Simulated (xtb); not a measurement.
xtb input:

```bash
xtb mol.xyz --gfn 2 --sp --chrg 0 --uhf 0
```
mol.xyz:
```
3

Si    -0.24675166    -0.31480560     0.45207189
H     -0.98134586    -1.21116338    -0.55911929
F      0.49287435     0.62427130    -0.64109857
```

Problem. Which total energy does the run end on?

Solution. -6.96997 Eh (GFN2-xTB).
